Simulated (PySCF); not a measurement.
HgI, SMILES [I][Hg+], charge +1.

The structure is a stationary point at r2SCAN-D4/def2-TZVP. The spin state was assumed, not searched. The def2 effective core potentials stand for the cores of Hg, I; spin–orbit coupling is left out.

Calculation: M06-2X/def2-TZVPD in PySCF.

Isolated molecule, no solvent.

Task: Estimate the frontier levels, gap, dipole moment and polarisability. (The exact figures need the calculation; the answer reports its results.)

Result: 
| Quantity | Value |
|---|---|
| highest occupied level | -14.47 eV |
| lowest empty level | -9.75 eV |
| orbital gap | 4.71 eV |
| dipole moment about the centre of nuclear charge | 2.89 D |
| mean static polarisability | 56.2 bohr³ (8.32 Å³) |
| polarisability, principal values | 41.3, 41.3, 85.9 bohr³ |
